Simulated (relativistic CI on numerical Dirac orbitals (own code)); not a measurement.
**Cr⁶⁺: L2,3 absorption edge**

Computed with this model: Dirac-Coulomb-Breit CI, separate exchange-only KLI orbitals for each configuration, model QED, valence Slater integrals scaled by 0.7, multiplet model of core-to-valence dipole absorption; configurations [Ne] 3s2 3p6 → [He] 2s2 2p5 3s2 3p6 3d; 80 K; Lorentzian 0.6 eV and Gaussian 0.3 eV FWHM. Energies are those of the free ion, without screening or charge transfer. The branching ratio is the share of the lower-energy edge in the whole absorption, uncertain by about 0.02 where the edges overlap. S is read from ⟨S²⟩ = S(S + 1).

Field parameters in Wybourne normalisation: D3d B²₀ = −7Dσ, B⁴₀ = −14Dq − 21Dτ, B⁴₃ = −14√(10/7) Dq; D4h B²₀ = −7Ds, B⁴₀ = 21(Dq − Dt), B⁴₄ = 21√(5/14) Dq. The field is a parameter set, without covalency.

Peaks in eV (height, largest 100): 593.9 (67), 601.7 (100).

(1) Which surroundings give this spectrum?
A. D3d, 10Dq = 15250, Dσ = 130, Dτ = 30 cm⁻¹
B. D3d, 10Dq = 36000, Dσ = -140, Dτ = 370 cm⁻¹
C. D3d, 10Dq = 18300, Dσ = -380, Dτ = 250 cm⁻¹
D. free ion

Results:

(1) D. free ion, where the ground state has S = 0.00.
